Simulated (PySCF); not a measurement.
Si(OH)Cl3.
SMILES: `O[Si](Cl)(Cl)Cl`

The closed-shell ground state was solved at several levels (PySCF, density fitting, gas phase, non-relativistic). Isolated species at its PBE0-D3(BJ)/def2-SVP geometry, gas phase.

```tsv
level	basis functions	total energy (Eh)	HOMO (eV)	LUMO (eV)	gap (eV)	dipole (D)
PBE0/pcSseg-1	118	-1745.3934	-9.50	-0.28	9.22	1.87
KT2/pcSseg-1	118	-1759.8343	-8.14	-1.48	6.66	1.78
```

Q: What might B3LYP/def2-SVPD (136 basis functions) give for the same quantities?

A: Total energy -1745.6217 Eh, HOMO -9.15 eV, LUMO -0.94 eV, gap 8.21 eV, dipole 1.58 D.

Q: Over all these levels, which gives the widest orbital gap and which the narrowest?

A: PBE0/pcSseg-1 (global hybrid, 25 % exact exchange) has the widest, 9.22 eV, and KT2/pcSseg-1 (GGA) the narrowest, 6.66 eV. The two share the basis. From the narrowest to the widest the HOMO moves by -1.36 eV and the LUMO by +1.20 eV.

Q: How far do the dipole and the HOMO energy spread over the levels?

A: The dipole runs from 1.58 to 1.87 D (mean 1.74 D) and the HOMO from -9.50 to -8.14 eV.
